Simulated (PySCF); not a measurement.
SMILES CC(O)C[OH+]C (charge +1) (GFN2-xTB optimised geometry):

```
17

C     -0.337    -2.352    -3.347
O     -0.499    -2.145    -1.927
C      0.562    -1.413    -1.274
C      0.101     0.072    -1.225
C      0.621     0.794     0.000
O     -1.326     0.012    -1.278
H     -0.183    -1.415    -3.882
H     -1.242    -2.839    -3.706
H      0.511    -3.017    -3.504
H     -1.264    -1.417    -1.758
H      0.644    -1.828    -0.265
H      1.508    -1.543    -1.796
H      0.414     0.593    -2.136
H      0.283     1.828     0.000
H      0.276     0.310     0.912
H      1.707     0.794     0.000
H     -1.707     0.206    -0.410
```

Calculation: B3LYP/def2-SVP in PySCF.

What are the frontier orbital energies?

HOMO-2 -14.79 eV, HOMO-1 -14.61 eV, HOMO -13.59 eV, LUMO -4.03 eV, LUMO+1 -2.93 eV.

On the same geometry PBE/def2-SVP (PySCF) gives HOMO-2 -13.47 eV, HOMO-1 -13.24 eV, HOMO -12.23 eV, LUMO -4.84 eV, LUMO+1 -3.64 eV.

Meta-Löwdin charges at B3LYP/def2-SVP: C1 -0.08, O2 -0.21, C3 0.01, C4 0.14, C5 -0.30, O6 -0.45, H7 0.13, H8 0.15, H9 0.15, H10 0.35, H11 0.14, H12 0.14, H13 0.12, H14 0.13, H15 0.11, H16 0.13, H17 0.35.
